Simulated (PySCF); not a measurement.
Hg₂ at PBE0

Computed with PBE0; basis Hg cc-pVDZ-PP with ECP60; scalar-relativistic core potentials; PySCF 2.14.

| Item | Value |
| --- | --- |
| state | ¹Σg⁺ (singlet), closed shell |
| bond length | 3.685 Å |
| harmonic wavenumber | 18.2 cm⁻¹ |
| force constant | 0.0197 mdyn/Å |
| rotational constant Be | 0.01229 cm⁻¹ |
| anharmonicity ωexe | 0.358 cm⁻¹ |
| vibration–rotation constant αe | 0.000231 cm⁻¹ |
| well depth De to Hg + Hg | 0.03 eV |
| dissociation energy D0 | 0.03 eV |
| HOMO–LUMO gap | 6.12 eV |
| bond order (Mayer) | 0.02 |

Closed-shell solutions of metal pairs were not tested for spin polarisation, which can lower them a little. The bond is weak. Basis-set superposition, not corrected here, can be much of De in a small basis, most of all at correlated wavefunction levels. Functionals without a dispersion term scatter widely for such bonds, and LDA overbinds them. Spin–orbit coupling is left out.
